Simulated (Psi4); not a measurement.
Pair of molecules: CH6AlN (SMILES C[NH][AlH2]) (first 9 atoms) with NH3 (SMILES N); geometry from B3LYP-D3(BJ)/def2-TZVP, rigid monomers moved along the line of their centres of mass till H4···N10 is 4.24 Å.
(charge 0, multiplicity 1):
```xyz
13

C     -0.501    -0.407     1.562
N     -0.353     0.288     0.291
Al     0.817    -0.009    -1.006
H     -0.356     0.258     2.420
H      0.246    -1.200     1.636
H     -1.485    -0.876     1.665
H     -1.035     1.026     0.187
H      0.736     0.912    -2.284
H      1.861    -1.172    -0.790
N     -0.134     0.205     6.649
H      0.380    -0.513     6.152
H     -1.100     0.148     6.347
H      0.226     1.102     6.342
```

The numbers are results of SAPT0/jun-cc-pV(D+d)Z (Psi4), not measurements.

Task: Give the four SAPT terms and the total, and say what mostly holds the pair together.

Result: electrostatics 0.2, exchange 0.1, induction 0.0, dispersion -0.4, total -0.1 kJ/mol; the largest attraction is dispersion.
